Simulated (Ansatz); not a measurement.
The P1–N2 bond of PN is stretched (multiplicity 1).


Cores are frozen in the correlated methods.

Programs: Ansatz (Gaussian orbitals). Each number belongs to the level named beside it.

Natural occupations of CASSCF(10,8)/cc-pV(T+d)Z:

```tsv
R (Å)	occupations
1.483	1.995 1.989 1.973 1.919 1.919 0.087 0.087 0.030
2.595	1.999 1.997 1.556 1.212 1.212 0.788 0.788 0.447
5.931	2.000 2.000 1.003 1.000 1.000 1.000 1.000 0.997
```

Question: Count the electrons that have left the 5 most occupied orbitals, and the effectively unpaired electrons Σ min(n, 2 − n).

Answer: 
- R = 1.483 Å: 0.20 electrons in the weakly occupied orbitals, 0.41 unpaired
- R = 2.595 Å: 2.02 electrons in the weakly occupied orbitals, 4.05 unpaired
- R = 5.931 Å: 3.00 electrons in the weakly occupied orbitals, 5.99 unpaired
Each bonding pair that breaks into one electron on either fragment adds two; pairs that stay whole add only the little that their own correlation moves into empty orbitals.

Ansatz is a first-principles code.
